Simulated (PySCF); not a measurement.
MoO₂F₂, SMILES [O]=[Mo](=[O])([F])[F], multiplicity 1. Geometry optimised at B3LYP-D3(BJ)/def2-SVP. The multiplicity is an assumed one; other spin states were not compared. The def2 effective core potentials stand for the cores of Mo; spin–orbit coupling is left out.

Q: Give the equilibrium geometry at B3LYP-D3(BJ)/def2-SVP (PySCF confirms it by a frequency run) as Cartesian coordinates in Å, and its point group. (Estimate from the structure and the level; the computed values follow.)

A: point group C2v.
```xyz
5

Mo     0.0000     0.0000     0.0355
O      0.0000     1.3411     1.0361
O      0.0000    -1.3411     1.0361
F     -1.5251     0.0000    -1.0038
F      1.5251     0.0000    -1.0038
```
Charge 0, spin multiplicity 1.
